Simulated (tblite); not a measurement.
Isomers of C8H18S. Computed with GFN2-xTB (tblite): harmonic, unscaled wavenumbers at the GFN2-xTB geometry, gas phase. This tight-binding method is rough: wavenumbers can miss measured ones by several per cent, in bad cases by 10 to 20. Modes of hydrogen on sulfur can be 10 to 20 % off. One conformer each.

Electronic energies: GFN2-xTB at the same geometries; isomer energies are rough at this level and their order can be wrong.

| SMILES | electronic energy, lowest = 0 (kJ/mol) |
| --- | --- |
| CC[C@H](SC)C(C)(C)C | 6.8 |
| CCSCC(C)(C)CC | 8.2 |
| CC(C)CC(C)(C)CS | 0.0 |

Q: How do GFN2-xTB zero-point energies change the relative energies?

A: 
```csv
SMILES,ZPE (kJ/mol),of it from modes above 1550 cm⁻¹,electronic (kJ/mol),"with ZPE, lowest = 0 (kJ/mol)",lowest mode (cm⁻¹),rings
CC(C)CC(C)(C)CS,634.1,321.3,0.0,0.0,56,0
CC[C@H](SC)C(C)(C)C,636.4,325.5,6.8,9.1,53,0
CCSCC(C)(C)CC,637.3,324.7,8.2,11.4,11i,0
```

The zero-point energies span 3.2 kJ/mol, from `CC(C)CC(C)(C)CS` to `CCSCC(C)(C)CC`. Slightly imaginary modes are left out of the zero-point energy: `CCSCC(C)(C)CC` 10.8i cm⁻¹. The order is unchanged.
